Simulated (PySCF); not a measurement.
Nuclear quadrupole coupling in `FC[C@@H]1O[SiH2]O[C@H]1CF`

C₄H₈F₂O₂Si.
Z-matrix (Å and degrees, GFN2-xTB geometry), rows numbered from 1:
```
F 
C   1  1.3706
C   2  1.5276  1  110.53
O   3  1.3945  2  110.57  1    70.15
Si  4  1.6425  3  111.86  2  -101.51
O   5  1.6432  4   96.12  3   -13.23
C   6  1.3913  5  112.50  4     0.36
C   7  1.5281  3  110.89  2  -139.04
F   8  1.3717  7  110.05  3    64.50
H   2  1.0936  1  106.97  3   119.94
H   2  1.0941  1  107.32  3  -121.00
H   3  1.0966  2  107.87  1  -171.32
H   5  1.4504  4  112.92  3   100.10
H   5  1.4516  4  106.75  3  -127.76
H   7  1.0963  3  110.57  2   -17.54
H   8  1.0933  7  110.68  3  -176.66
H   8  1.0945  7  110.35  3   -54.19
```

Field gradients from the PBE0/pcSseg-1 density (PySCF, non-relativistic), principal values in atomic units, ordered |Vxx| ≤ |Vyy| ≤ |Vzz|:

```
atom      Vxx      Vyy     Vzz
  O4  -0.4720  -1.2236  1.6956
  O6  -0.4891  -1.2448  1.7339
```

Question: Find the asymmetry η = (Vxx − Vyy)/Vzz and the couplings χ = eQV/h (234.96 MHz × Q in barn × V in au), with Q(17O) = −0.0256 b.

Answer: 
```csv
atom,environment,nucleus,η,χzz (MHz),χxx (MHz),χyy (MHz)
O4,silyl ether oxygen,17O,0.44,-10.20,2.84,7.36
O6,silyl ether oxygen,17O,0.44,-10.43,2.94,7.49
```

The tensor is traceless: Vxx + Vyy + Vzz = 0.

Question: What is Vzz at O4 in SI units (1 au = 9.71736 × 10²¹ V/m²)?

Answer: 1.6956 au = 16.477 × 10²¹ V/m².

Were the hydrogens deuterons (Q(2H) = 0.00286 b), χzz would run from 111 kHz (H14 and H13) to 195 kHz (H16, H10 and H11).

Geometry: GFN2-xTB, one conformer, isolated molecule. GFN2-xTB bond lengths can be off by several hundredths of an ångström, more for odd bonds, and the gradients follow them. These gradients aren't converged with respect to the basis.

The run behind these numbers computed NMR shieldings as well. On one thread, Arm Neoverse N1, on a shared host, this took 77 s of wall time (grids of density and orbitals included).
